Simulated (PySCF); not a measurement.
The multiplicity is imposed and other spin states were not computed.

B3LYP has the VWN-RPA correlation part, as in Gaussian. 

Cartesian coordinates (Å):
```xyz
5

Zn     0.0600    -0.0889    -0.0785
Cl     2.0103     0.4130     0.5147
N     -1.5513    -0.6835    -0.6459
H     -1.9765    -0.1526    -1.4061
H     -2.2655    -0.7827     0.0758
```
Charge 0, spin multiplicity 1.

Question: Estimate the HOMO, charge on the central atom (meta-Löwdin), LUMO, charge on the central atom (Mulliken) and HOMO–LUMO gap that B3LYP-D3(BJ)/def2-TZVP // r2SCAN-D4/def2-SVP (PySCF 2.14.0) returns for this input.

Answer: 
```
Quantity                                     Value
----------------------------------------  --------
HOMO                                      -7.18 eV
charge on the central atom (meta-Löwdin)    1.18 e
LUMO                                      -1.27 eV
charge on the central atom (Mulliken)       0.52 e
HOMO–LUMO gap                              5.91 eV
```
